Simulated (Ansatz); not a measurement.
System: CH2BF2 (charge -1, singlet). It need not be the lowest isomer of its formula. Whether it binds its extra electron was not tested at this geometry. 
Geometry from a B3LYP-D3(BJ)/def2-TZVP (Ansatz, an electronic-structure program) optimisation:
```
B
F 1 1.3943
F 1 1.3943 2 108.97
C 1 1.4461 2 125.51 3 180.00
H 4 1.0869 1 122.56 2 -180.00
H 4 1.0869 5 114.88 1 -180.00
```
Charge -1, spin multiplicity 1.

Total electronic energies in hartree. Valence correlation only, unless marked. No spin-orbit coupling. Non-relativistic. CBS marks a two-point X^-3 extrapolation of the correlation energy; Hartree-Fock from the larger set. The bracket is a focal-point correction in the basis named.

| level | program | energy (Eh) |
|---|---|---|
| HF/6-31G* | Ansatz | -262.67714 |
| PBE0-D3(BJ)/def2-TZVPD | Ansatz + dftd3 | -263.81873 |
| BHLYP/def2-TZVPD | Ansatz | -263.98459 |
| LC-wPBE-D3(BJ)/def2-TZVPD | Ansatz + dftd3 | -263.93885 |
| wB97X-V/def2-TZVPD | Ansatz | -264.00571 |
| RPA@PBE/cc-pVTZ | Ansatz | -263.96214 |
| RPA@PBE/cc-pVQZ | Ansatz | -264.10322 |
| SCS-MP2/6-31G | Ansatz | -262.99650 |
| RI-MP2/CBS(aug-cc-pVTZ,aug-cc-pVQZ)+[CCSD(T)-MP2]/aug-cc-pVTZ | Ansatz | -263.7687 |

Totals of different functionals don't rank their quality; only differences between species are comparable.
